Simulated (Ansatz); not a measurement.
Geometry optimisation, Ansatz 0.2.0, RHF/6-31G*.

Input:

```yaml
crystal:
  periodic: [false, false, false]
  atoms:
    - { symbol: B, position_ang: [0.082513, 0.529199, -0.502801] }
    - { symbol: O, position_ang: [0.00361, 0.035398, 2.063766] }
    - { symbol: H, position_ang: [-0.834599, -0.36633, 2.254443] }
    - { symbol: "N", position_ang: [1.316843, 0.063992, -0.927844] }
    - { symbol: H, position_ang: [1.44533, -0.835922, -1.331739] }
    - { symbol: H, position_ang: [2.159531, 0.545516, -0.704341] }
    - { symbol: Cl, position_ang: [-1.416328, -0.368607, -0.872169] }
    - { symbol: F, position_ang: [-0.039142, 1.729622, 0.042766] }
    - { symbol: H, position_ang: [-0.170058, 0.989332, 2.031019] }
basis:
  gaussian: { orbitals: "6-31G*" }
hamiltonian:
  xc: hf
relax:
  f_tol: 0.03
  max_steps: 50
output:
  orbitals: {}
```

Run as:

```bash
$ ansatz run input.yaml --threads 1 --pin off --max-ram 2048MiB --backend cpu --events-out ev --progress --plain --runs-dir out
```

Question: Where does it end, and by what steps?

Answer: The forces met the threshold. After 8 steps the energy has fallen by 0.066 eV; O2 moved furthest, 0.27 Å.

```tsv
step	energy less start (eV)	largest force component (eV/Å)	accepted
0	0.0000	1.230	yes
1	-0.0596	0.270	yes
2	-0.0577	0.698	no
3	-0.0621	0.173	yes
4	-0.0640	0.333	yes
5	-0.0627	0.328	no
6	-0.0653	0.123	yes
7	-0.0655	0.031	yes
8	-0.0656	0.014	yes
```

```xyz
9
Properties=species:S:1:pos:R:3
B 0.118 0.549 -0.625
O -0.050 0.055 2.327
H -0.884 -0.396 2.329
N 1.347 0.060 -1.030
H 1.471 -0.850 -1.412
H 2.191 0.547 -0.825
Cl -1.384 -0.368 -0.912
F 0.003 1.748 -0.081
H -0.264 0.978 2.283
```

Time of the run: 19 s on 1 thread of Arm Neoverse V2 (shared host), peak memory 0.16 GiB.
